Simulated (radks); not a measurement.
The numbers below are computed, except where a source is named.
The iodine anion I-, [Xe], held by a Watson sphere: a shell of charge +0.89 at radius R that stands for the Madelung well of a crystal (potential energy -0.89/R inside, -0.89/r outside, in hartree with lengths in bohr). Level of theory: scalar-relativistic Kohn-Sham, LDA (Slater exchange, Perdew-Wang correlation), spin-unpolarised, spherical densities, finite nucleus; Fermi nuclear charge, rms radius of each element as measured or else 0.836 A^(1/3) + 0.57 fm (a radial shooting solver on a logarithmic mesh with Libxc functionals). Response by self-consistent Sternheimer equations with the Hartree and adiabatic LDA kernel, the relativistic mass of each level held fixed and spin-orbit coupling left out. The sphere does not respond.

R (bohr)  e(4d) (eV)  e(5s) (eV)  e(5p) (eV)  <r> 5p (bohr)  sum of <r^2> (bohr^2)  X-ray form factor at sin(theta)/lambda = 0.3 1/angstrom  alpha (bohr^3)
3.73         -47.874     -15.725      -5.804          2.608                  74.32                                                   36.641           50.75
3.8          -47.823     -15.660      -5.742          2.612                  74.52                                                   36.643           51.48
4.01         -47.670     -15.472      -5.559          2.625                  75.09                                                   36.646           53.65
4.74         -47.150     -14.876      -4.965          2.657                  76.62                                                   36.652           60.67
5.49         -46.664     -14.356      -4.439          2.676                  77.65                                                   36.654           66.68
5.75         -46.510     -14.195      -4.276          2.681                  77.91                                                   36.654           68.45
5.83         -46.464     -14.147      -4.228          2.682                  77.98                                                   36.654           68.97
5.84         -46.458     -14.141      -4.222          2.683                  77.99                                                   36.654           69.03
